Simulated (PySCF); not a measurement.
## Finite-field polarisability of Ga⁻ (gallium, charge -1)

[Ar] 3d10 4s2 4p2, high-spin 3P determinant. Calculation: PySCF 2.14, in aug-cc-pVTZ-DK (7s6p4d2f, 59 functions); scalar relativity by spin-free X2C-1e. Frozen: [Ar] 3d10. Energy changes in a uniform field (μhartree):

```
axis   F (au)        HF       MP2      CCSD   CCSD(T)
   x   0.0012  -101.575   -96.980  -100.023  -100.372
   x   0.0024  -406.329  -387.928  -400.071  -401.453
   y  0.00064  -101.261   -87.323   -94.178   -94.081
   y  0.00128  -408.469  -348.570  -377.499  -376.777
   z  0.00064  -101.261   -87.323   -94.178   -94.081
   z  0.00128  -408.469  -348.570  -377.499  -376.777
```

Derive α along x at CCSD(T) from the two fields.

With ΔE = −αF²/2 − γF⁴/24, α = −(16 ΔE(F) − ΔE(2F))/(6F²) = 139.4 bohr³.

And the mean polarisability at each level?

HF 375.7, MP2 329.3, CCSD 352.7, CCSD(T) 352.6 bohr³.

The polarisability of an anion needs two sets of diffuse s and p functions; this basis lacks them, so these values show the method and not the converged property.
